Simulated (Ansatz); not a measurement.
Frontier orbitals of `[CH3][Zr]([CH3])([OH])[OH]`.

Charge 0, multiplicity 1. Correlated methods include outer-core shells of Zr, which these sets cover unevenly. Zr: def2 effective core potential. Geometry: relaxed with PBE0-D4/def2-TZVP. It is one conformer, not always the lowest. Basis def2-TZVPP, Ansatz.

Orbital energies of one run (eV). Highest occupied ones, from the top: -8.50, -8.76, -10.87, -10.94, -11.08, -11.19, -11.92, -12.13, -12.15, -12.21, -15.12, -15.71, -19.84, -19.96. Empty: 0.44, 0.71, 1.18, 1.28, 1.29, 1.35.

**Question.** Which functional gave them?
A. B97M-V
B. PBE
C. revPBE
D. CAM-B3LYP

**Answer.** D. HOMO energies: CAM-B3LYP -8.50, B97M-V -6.14, PBE -5.77, revPBE -5.72 eV.
